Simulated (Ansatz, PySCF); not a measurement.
ClH6NOSi2, SMILES O[Si@H](Cl)N[SiH3]. Atoms are numbered in the order given.

```xyz
11

O     -1.6354    -0.8495     1.3888
Si    -0.1662    -0.1511     1.0981
Cl    -0.3792     1.7346     0.2447
N      0.7938    -1.0085    -0.0464
Si     1.5030    -0.4546    -1.5546
H     -2.1827    -1.0477     0.6183
H      0.4346    -0.0123     2.4400
H      1.0245    -1.9695     0.2040
H      2.2746    -1.6165    -2.0879
H      2.4287     0.6989    -1.3618
H      0.4685    -0.0650    -2.5572
```

Coordinates come from a r2SCAN-D4/def2-SVP optimisation. The structure was generated by enumeration; whether it is a known compound was not checked. Other conformers were not sampled.

Two levels are set side by side: PBE-D3(BJ)/def2-SVP (Ansatz, an electronic-structure program) and r2SCAN-D4/def2-SVP (Ansatz). Each level has its own optimised geometry; the coordinates shown are those of the second. Frequencies come from the Hessian of PySCF at each geometry. Differences are taken from unrounded values.

| quantity | r2SCAN-D4 | PBE-D3(BJ) | PBE-D3(BJ) minus r2SCAN-D4 |
|---|---|---|---|
| mean bond length (Å) | 1.515 | 1.526 | 0.011 |
| bond O1–Si2 (Å) | 1.652 | 1.668 | 0.016 |
| bond Si2–Cl3 (Å) | 2.081 | 2.091 | 0.010 |
| bond Si2–N4 (Å) | 1.722 | 1.733 | 0.011 |
| bond N4–Si5 (Å) | 1.756 | 1.767 | 0.011 |
| bond O1–H6 (Å) | 0.966 | 0.974 | 0.009 |
| bond Si2–H7 (Å) | 1.477 | 1.489 | 0.012 |
| bond N4–H8 (Å) | 1.020 | 1.026 | 0.006 |
| bond Si5–H9 (Å) | 1.493 | 1.505 | 0.012 |
| bond Si5–H10 (Å) | 1.491 | 1.503 | 0.011 |
| bond Si5–H11 (Å) | 1.492 | 1.504 | 0.011 |
| highest harmonic wavenumber (cm⁻¹) | 3868 | 3748 | -120 |
| mean harmonic wavenumber (cm⁻¹) | 1085 | 1054 | -31 |
| zero-point energy (kcal/mol) | 41.89 | 40.69 | -1.21 |
